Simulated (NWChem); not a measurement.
System: SnCl cation, singlet; SMILES [Cl][Sn+]

Input file for NWChem:

```
start job
memory heap 200 mb stack 900 mb global 1100 mb
charge 1
geometry units angstroms noautoz
  Sn     0.000000     0.000000    -0.581513
  Cl     0.000000     0.000000     1.712957
end
basis spherical
  Sn library def2-svp
  Cl library def2-svp
end
ecp
  Sn library def2-ecp
end
dft
  xc xpbe96 cpbe96
  iterations 150
  mulliken
end
task dft energy
```

Output (shortened):

```
             Northwest Computational Chemistry Package (NWChem) 7.3.0
             --------------------------------------------------------

 ORDER OF PRIMARY AXIS IS BEING SET TO 4
 C4V symmetry detected

                             Geometry "geometry" -> ""
                             -------------------------

 Output coordinates in angstroms (scale by  1.889725989 to convert to a.u.)

  No.       Tag          Charge          X              Y              Z
 ---- ---------------- ---------- -------------- -------------- --------------
    1 Sn                  50.0000     0.00000000     0.00000000    -0.58217896
    2 Cl                  17.0000     0.00000000     0.00000000     1.71229104

 Effective nuclear repulsion energy (a.u.)     196.0368458292

      Symmetry information
      --------------------

 Group name             C4v
 Group number             18
 Group order               8
 No. of unique centers     2

 Summary of "ao basis" -> "ao basis" (spherical)
 ------------------------------------------------------------------------------
       Tag                 Description            Shells   Functions and Types
 ---------------- ------------------------------  ------  ---------------------
 Sn                         def2-svp                10       26   4s4p2d
 Cl                         def2-svp                 8       18   4s3p1d

      Symmetry analysis of basis
      --------------------------

        a1         18
        a2          0
        b1          3
        b2          3
        e          20

            General Information
            -------------------
          SCF calculation type: DFT
          Wavefunction type:  closed shell.
          No. of atoms     :     2
          No. of electrons :    38
           Alpha electrons :    19
            Beta electrons :    19
          Charge           :     1
          Spin multiplicity:     1
          Use of symmetry is: on ; symmetry adaption is: on
          Maximum number of iterations: 150
          AO basis - number of functions:    44
                     number of shells:    18
          Convergence on energy requested:  1.00D-06
          Convergence on density requested:  1.00D-05
          Convergence on gradient requested:  5.00D-04

              XC Information
              --------------
          PerdewBurkeErnzerhof Exchange Functional  1.000
            Perdew 1991 LDA Correlation Functional  1.000 local
           PerdewBurkeErnz. Correlation Functional  1.000 non-local

             Grid Information
             ----------------
          Grid used for XC integration:  medium
          Radial quadrature: Mura-Knowles
          Angular quadrature: Lebedev.
          Tag              B.-S. Rad. Rad. Pts. Rad. Cut. Ang. Pts.
          ---              ---------- --------- --------- ---------
          Sn                  1.45      123           8.0       590
          Cl                  1.00       88           8.0       590
          Grid pruning is: on
          Number of quadrature shells:   211
          Spatial weights used:  Erf1

      Superposition of Atomic Density Guess
      -------------------------------------

 Sum of atomic energies:        -708.41926221

 Renormalizing density from      39.00 to     38

      Non-variational initial energy
      ------------------------------

 Total energy =    -663.810765
 1-e energy   =   -1152.784600
 2-e energy   =     402.717622
 HOMO         =      -0.698661
 LUMO         =      -0.339469

      Symmetry analysis of molecular orbitals - initial
      -------------------------------------------------

 !! scf_movecs_sym_adapt:    6 vectors were symmetry contaminated

  Symmetry fudging

 !! scf_movecs_sym_adapt:    6 vectors were symmetry contaminated

  Numbering of irreducible representations:

     1 a1          2 a2          3 b1          4 b2          5 e

  Orbital symmetries:

     1 a1          2 a1          3 a1          4 e           5 e
     6 a1          7 a1          8 e           9 e          10 a1
    11 e          12 e          13 b1         14 b2         15 a1
    16 a1         17 e          18 e          19 a1         20 e
    21 e          22 a1         23 a1         24 a1         25 e
    26 e          27 e          28 e          29 b2

     ---------------------------------------------
      Total Density - Mulliken Population Analysis
     ---------------------------------------------

    Atom       Charge   Shell Charges
 -----------   ------   -------------------------------------------------------
    1 Sn  22    20.39   1.60  0.44  1.53  0.42  3.27  2.74  0.25  0.07  9.89  0.17
    2 Cl  17    17.61   2.00  2.00  1.40  0.55  5.97  2.62  3.06  0.01

   convergence    iter        energy       DeltaE   RMS-Dens  Diis-err
 ---------------- ----- ----------------- --------- --------- ---------
 d= 0,ls=0.0,diis     1   -673.7557783010 -7.60D+02  8.04D-02  1.57D+00
 d= 0,ls=0.0,diis     2   -670.3624899911  3.39D+00  7.53D-02  1.28D+01
 d= 0,ls=0.0,diis     3   -673.8660424027 -3.50D+00  1.75D-02  3.69D-01
 d= 0,ls=0.0,diis     4   -673.9355428822 -6.95D-02  3.16D-03  1.30D-02
 d= 0,ls=0.0,diis     5   -673.9360908980 -5.48D-04  1.07D-03  3.64D-03
  Resetting Diis
 d= 0,ls=0.0,diis     6   -673.9366855535 -5.95D-04  3.54D-04  7.11D-04
 d= 0,ls=0.0,diis     7   -673.9368119386 -1.26D-04  9.28D-04  1.20D-04
 d= 0,ls=0.0,diis     8   -673.9366331628  1.79D-04  6.58D-04  1.05D-03
 d= 0,ls=0.0,diis     9   -673.9368370266 -2.04D-04  2.66D-05  1.11D-06
 d= 0,ls=0.0,diis    10   -673.9368372627 -2.36D-07  5.21D-06  4.42D-08

         Total DFT energy =     -673.936837262719
      One electron energy =    -1173.785912579325
           Coulomb energy =      459.443465029055
    Exchange-Corr. energy =      -45.850601877299
 Nuclear repulsion energy =       86.256212164852

 Numeric. integr. density =       37.999999933105

[...]
```

Level: PBE/def2-SVP with def2 effective core potentials on Sn. Low-valent species are run as closed-shell singlets; no triplet was tried in these runs. Coordinates come from a PBE0/def2-SVP optimisation. def2 effective core potentials on Sn; no spin-orbit coupling.
